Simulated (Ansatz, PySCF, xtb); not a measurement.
Dimer: HF (SMILES F) (first 2 atoms) with SO2 (SMILES O=S=O); geometry from B3LYP-D3(BJ)/def2-TZVP, rigid monomers moved along the line of their centres of mass till H2···O3 is 2.58 Å.
(charge 0, multiplicity 1):
```xyz
5

F      0.3508     0.5070    -0.6568
H      0.0840     0.7241     0.2106
O     -0.4673     0.5062     2.7197
S     -0.3257    -0.7269     3.4620
O     -0.6664    -0.7114     4.8548
```

Monomers are frozen at their geometry in the pair; levels with a basis set take the counterpoise correction.

The values were computed with Ansatz (Gaussian orbitals); PySCF for the dispersion terms; xtb for the GFN methods. Values without a source in brackets are computed.

Task: What is the computed interaction energy (GFN2-xTB)?

Result: -4.2 kcal/mol

Task: Give the interaction energy at the level GFN1-xTB.

Result: -1.8 kcal/mol

Task: What is the computed interaction energy (r2SCAN-D4/def2-TZVPPD)?

Result: -2.5 kcal/mol

Ansatz is a quantum-chemistry and plane-wave program.
